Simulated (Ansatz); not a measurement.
Consider the ligand exchange at the Al–C bond: `C=[C](Cl)[AlH][F]` + `CC(C)N` → `CC(C)[NH][AlH][F]` + `C=CCl`.

Computed with Ansatz on PBE0-D4/def2-TZVP structures; ΔE is electronic, products minus reactants. CCSD(T)/CBS is the MP2 limit (def2-TZVPP, def2-QZVPP) plus CCSD(T) − MP2 in def2-TZVPP, frozen cores. This one scheme is used for every species. DFT in def2-TZVPP. B3LYP here is the variant with VWN-RPA as its local correlation; programs differ in this. One conformer a species, not always the lowest.

`C=[C](Cl)[AlH][F]`:

Cartesian coordinates in Å:
```
C -0.759 1.041 -0.580
C -0.505 -0.230 -0.273
Cl -1.612 -1.472 -0.782
Al 1.088 -0.687 0.733
F 1.399 -2.258 1.107
H -1.634 1.356 -1.141
H -0.068 1.817 -0.262
H 2.092 0.432 1.198
```

`CC(C)N`:

Cartesian coordinates in Å:
```
C -1.263 0.036 -0.575
C 0.188 -0.220 -0.215
C 0.873 1.048 0.257
N 0.240 -1.210 0.855
H -1.753 -0.881 -0.917
H -1.808 0.403 0.298
H -1.343 0.775 -1.375
H 0.707 -0.565 -1.126
H 0.853 1.816 -0.519
H 1.920 0.860 0.513
H 0.372 1.437 1.148
H -0.188 -2.079 0.558
H 1.201 -1.420 1.099
```

`CC(C)[NH][AlH][F]`:

Cartesian coordinates in Å:
```
C 0.513 -1.378 -0.859
C 0.004 -0.010 -0.425
C -1.420 0.223 -0.910
N 0.110 0.163 1.015
Al 1.070 1.357 1.876
F 1.020 1.351 3.527
H -0.096 -2.170 -0.410
H 0.464 -1.495 -1.944
H 1.546 -1.526 -0.539
H 0.646 0.750 -0.888
H -1.768 1.219 -0.627
H -2.099 -0.510 -0.462
H -1.492 0.125 -1.996
H -0.458 -0.509 1.515
H 1.960 2.411 1.124
```

`C=CCl`:

Z-matrix (Å, degrees):
```
C
C 1 1.320
H 1 1.083 2 119.4
H 1 1.083 2 122.2 3 180.0
Cl 2 1.721 1 123.5 3 -180.0
H 2 1.083 1 123.6 3 -0.0
```

Task: Is it downhill or uphill in electronic energy at CCSD(T)/CBS, and by how much? (Estimate.)

Result: The calculation gave: Downhill: ΔE = -19.7 kcal/mol.

Task: What do these levels give: r2SCAN-D4, PBE0-D4, B3LYP-D4, B2PLYP, r2SCAN, PBE0, B3LYP, HF/def2-TZVPP, CCSD/def2-TZVPP, CCSD(T)/def2-TZVPP, SCS-MP2/def2-QZVPP, CCSD/CBS(def2)? (Estimate.)

Result: Ansatz gave: r2SCAN-D4 -20.0, PBE0-D4 -19.0, B3LYP-D4 -20.1, B2PLYP -20.2, r2SCAN -19.9, PBE0 -18.9, B3LYP -20.1, HF/def2-TZVPP -20.2, CCSD/def2-TZVPP -20.2, CCSD(T)/def2-TZVPP -20.0, SCS-MP2/def2-QZVPP -20.4, CCSD/CBS(def2) -19.9 kcal/mol.

Largest T1 diagnostic among the species: 0.012.
